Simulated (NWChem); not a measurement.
C2H7BO; SMILES CB(C)O

```xyz
11

B      0.0746    -0.0149    -0.0029
C     -0.6795     1.3761    -0.0114
H     -1.4737     1.4013     0.7527
H     -1.1938     1.5042    -0.9802
H     -0.0311     2.2547     0.1390
C     -0.7062    -1.3830     0.0086
H     -1.1411    -1.5398     1.0121
H     -0.0590    -2.2439    -0.2130
H     -1.5573    -1.3813    -0.6912
O      1.4339    -0.0824    -0.0004
H      1.8473     0.7870     0.0164
```
Atoms are numbered in this order, from 1.

Level: PBE0/def2-SVP (NWChem), optimised geometry, unscaled harmonic frequencies. 

Task: List the harmonic frequencies with IR intensities, and the thermochemistry.

Result: 
| frequency (cm⁻¹) | IR intensity (km/mol) |
|---|---|
| 64 | 0.4 |
| 90 | 1.1 |
| 303 | 0.1 |
| 387 | 1.8 |
| 402 | 10.5 |
| 606 | 70.2 |
| 723 | 5.3 |
| 765 | 25.2 |
| 791 | 3.6 |
| 903 | 1.6 |
| 946 | 43.5 |
| 988 | 95.6 |
| 1215 | 68.3 |
| 1293 | 1.7 |
| 1354 | 213.5 |
| 1376 | 210.8 |
| 1425 | 1.1 |
| 1427 | 4.7 |
| 1444 | 12.0 |
| 1468 | 47.3 |
| 3042 | 4.3 |
| 3049 | 0.8 |
| 3129 | 0.9 |
| 3132 | 18.0 |
| 3143 | 16.5 |
| 3170 | 11.3 |
| 3896 | 49.8 |

The zero-point energy is 57.9 kcal/mol and the thermal correction to the enthalpy at 298.15 K (with zero-point energy) is 62.3 kcal/mol. The heat capacity Cv is 20.0 cal/(mol K) and the entropy at 298.15 K and 1 atm (symmetry number 1) is 75.7 cal/(mol K). The dipole moment comes out as 1.46 D.

Rigid rotor and harmonic oscillator; modes under 100 cm⁻¹ make the entropy uncertain.
